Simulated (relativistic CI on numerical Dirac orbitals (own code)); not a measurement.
Method of calculation: Dirac-Coulomb-Breit CI, separate exchange-only KLI orbitals for each configuration, model QED, valence Slater integrals scaled by 0.85, P86 correlation energy added to each configuration (own radial code, finite nucleus).

CI space (outside the closed core 1s2): 2s, 2p, 3s, 3p, 3d, 4s, 4p, 4f, 4d, 5s, 5p, 5g, 5f, 5d, 6s, 6p, 6d. Levels of other configurations are missing.

Correlation outside the listed configurations is missing or only estimated: errors of thousands of cm⁻¹ between configurations and terms are usual at this charge. Rates and lifetimes follow the computed energies and can be off by large factors. The fine structure of a lone outer electron comes out too small, for d and f at times inverted, and misplaced configurations move strength between like terms. 11 of the 11 excited levels that our extract of the measured tables holds in this range could be paired (the sources list more); they are missed by 809 cm⁻¹ on average and 1305 at most, and levels without a partner can miss by more.

Outline of the computed level scheme of B III. Lowest level of each configuration: 2s ²S1/2 at 0.0000 eV; 2p ²P°1/2 at 6.1575 eV; 3s ²S1/2 at 22.3903 eV; 3p ²P°1/2 at 23.9956 eV; 3d ²D3/2 at 24.1812 eV; 4s ²S1/2 at 29.5381 eV; 4p ²P°1/2 at 30.1882 eV; 4d ²D3/2 at 30.2887 eV; 4f ²F°5/2 at 30.6060 eV.

Some strong electric-dipole decays among the lowest 15 levels: 3d ²D5/2 → 2p ²P°3/2 (5.4e+09 s⁻¹); 3d ²D3/2 → 2p ²P°1/2 (4.5e+09 s⁻¹); 4d ²D5/2 → 2p ²P°3/2 (1.9e+09 s⁻¹); 4d ²D3/2 → 2p ²P°1/2 (1.6e+09 s⁻¹); 4f ²F°7/2 → 3d ²D5/2 (1.4e+09 s⁻¹); 4f ²F°5/2 → 3d ²D3/2 (1.3e+09 s⁻¹); 3p ²P°1/2 → 2s ²S1/2 (1.2e+09 s⁻¹); 3p ²P°3/2 → 2s ²S1/2 (1.2e+09 s⁻¹).

Rates of lines that live on the mixing of spin multiplicities can be off by large factors.
